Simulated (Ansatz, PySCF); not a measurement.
This PySCF input computes a CAM-B3LYP/def2-TZVPD energy:

```python
from pyscf import gto, scf, dft

mol = gto.M(
    atom='''
    Si   -0.02113666   -0.35177225   -0.08713389
    Cl    0.01003046    1.24208377   -1.40733697
    Cl   -0.07291499    0.44949154    1.82094743
    C    -1.54859361   -1.31412013   -0.36319430
    C     1.52990028   -1.34418387   -0.28987956
    H    -2.53330159   -0.86779898   -0.29375189
    H    -1.53136727   -2.37072013   -0.60514448
    H     1.59019601   -1.74874737   -1.30198514
    H     1.54386915   -2.17258789    0.42096340
    H     2.40771417   -0.72229065   -0.11314216
    ''',
    basis='def2-tzvpd',
    charge=0,
    spin=1,
    verbose=4,
)

mf = dft.UKS(mol, xc='camb3lyp').density_fit(auxbasis='def2-universal-jkfit')
mf.grids.level = 3
mf.conv_tol = 1e-9
mf.max_cycle = 100
mf.max_memory = 1500
mf.kernel()
if not mf.converged:
    mf = mf.newton()
    mf.kernel(mf.make_rdm1())
for _ in range(2):
    mo, _, stable, _ = mf.stability(return_status=True)
    if stable:
        break
    mf.kernel(mf.make_rdm1(mo, mf.mo_occ))
mf.analyze()
```

### Question
Write an input for the same energy in Ansatz (a first-principles code) and say what it gives.

### Answer

Ansatz 0.2 input:
```yaml
crystal:
  periodic: [false, false, false]
  atoms:
    - {symbol: Si, position_ang: [-0.02113666, -0.35177225, -0.08713389]}
    - {symbol: Cl, position_ang: [0.01003046, 1.24208377, -1.40733697]}
    - {symbol: Cl, position_ang: [-0.07291499, 0.44949154, 1.82094743]}
    - {symbol: C, position_ang: [-1.54859361, -1.31412013, -0.36319430]}
    - {symbol: C, position_ang: [1.52990028, -1.34418387, -0.28987956]}
    - {symbol: H, position_ang: [-2.53330159, -0.86779898, -0.29375189]}
    - {symbol: H, position_ang: [-1.53136727, -2.37072013, -0.60514448]}
    - {symbol: H, position_ang: [1.59019601, -1.74874737, -1.30198514]}
    - {symbol: H, position_ang: [1.54386915, -2.17258789, 0.42096340]}
    - {symbol: H, position_ang: [2.40771417, -0.72229065, -0.11314216]}
basis:
  gaussian:
    orbitals: def2-TZVPD
hamiltonian:
  xc: {name: CAM-B3LYP}
magnetization: {spin_polarized: true, initial_magnetization: 1}
output: {forces: true}
```
It gives -1289.24130 Eh, and PySCF -1289.24140 Eh, a difference of 0.10 mEh, from the treatment of integrals and grids.

It need not be the lowest isomer of its formula.
